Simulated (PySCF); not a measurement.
In(F)(Cl)2, SMILES [In]([F])([Cl])[Cl] (Cl₂FIn) (PBE0/def2-SVP optimised geometry):

```
4

In    -0.519     0.111     0.000
F     -1.441     1.819     0.000
Cl     1.796     0.111     0.000
Cl    -1.796    -1.819    -0.008
```

Calculation: PBE0/def2-TZVP, def2 effective core potentials past Kr run with PySCF.

Task: What are the frontier orbital energies and the dipole moment?

Result: HOMO-2 -9.72 eV, HOMO-1 -9.71 eV, HOMO -9.61 eV, LUMO -3.22 eV, LUMO+1 -1.78 eV; dipole moment 0.90 D.

On the same geometry PBE/def2-TZVP, def2 effective core potentials past Kr (PySCF) gives HOMO-2 -8.27 eV, HOMO-1 -8.26 eV, HOMO -8.17 eV, LUMO -4.10 eV, LUMO+1 -2.50 eV; dipole moment 0.84 D.
